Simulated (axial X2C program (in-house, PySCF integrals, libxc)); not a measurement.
# YSe: cheaper levels and CCSD(T), with spin–orbit coupling

All values were computed with an axial X2C code built on PySCF integrals. Two-component (2c) means X2C with spin–orbit coupling and atomic mean-field two-electron Coulomb and Gaunt terms. Basis: Y dyall-cv3z [11s12p9d6f3g], Se dyall-cv3z [8s9p6d4f1g] (cores contracted in-house); Gaussian nuclei, density fitting, unrestricted open shells. Masses: Y 88.906 u, Se 79.917 u.

State: Ω = 1/2 (⟨Sz⟩ = 0.50, ⟨Lz⟩ = 0.00 at HF); fragments Y + Se.

```
level  Re (Å)  ωe (cm⁻¹)
 PBE0   2.396      349.0
   HF   2.433      352.9
  MP2   2.444      336.1
 CCSD   2.441      340.4
 BP86   2.415      332.0
```

Correlated methods: 9 electrons correlated (number of frozen shells: Y 4 s, 3 p, 1 d; Se 3 s, 2 p, 1 d), 325 virtual spin orbitals or spinors in MP2, 90 natural virtuals in coupled cluster.

CCSD(T), same Hamiltonian and basis:

Re = 2.452 Å, ωe = 330.9 cm⁻¹; T1 = 0.031 (Lee–Taylor normalisation).

(1) Give the differences from CCSD(T) in the columns below.

The state is one determinant whose occupation by symmetry is held fixed; it was picked as the lowest of a PBE0 search that is not exhaustive. De is not given where an atomic determinant may have missed its ground term or J level, or where the truncated virtual space spoils (T). Density functionals use the spin component along the axis (collinear). Coupled cluster ran in a truncated set of natural virtual spinors; the MP2 energy of the rest was added. (T) has no such correction and the atoms are truncated less, which lowers De at CCSD(T) by a hundredth of an eV or more. Without a current term, density functionals place determinants with orbital angular momentum somewhat too high. The outer-core s and p shells of the metal are frozen in the correlated rows, which leaves out core–valence correlation; for alkali and alkaline-earth bonds that tends to lengthen them. Some points did not converge and are left out. With the outer-core shells frozen, correlated bond lengths of heavy atoms tend to come out a few hundredths of an ångström too long.

## Answers

(1) 

| level | ΔRe (Å) | Δωe (cm⁻¹) |
| --- | --- | --- |
| PBE0 | -0.056 | 18 |
| HF | -0.019 | 22 |
| MP2 | -0.008 | 5 |
| CCSD | -0.011 | 10 |
| BP86 | -0.037 | 1 |
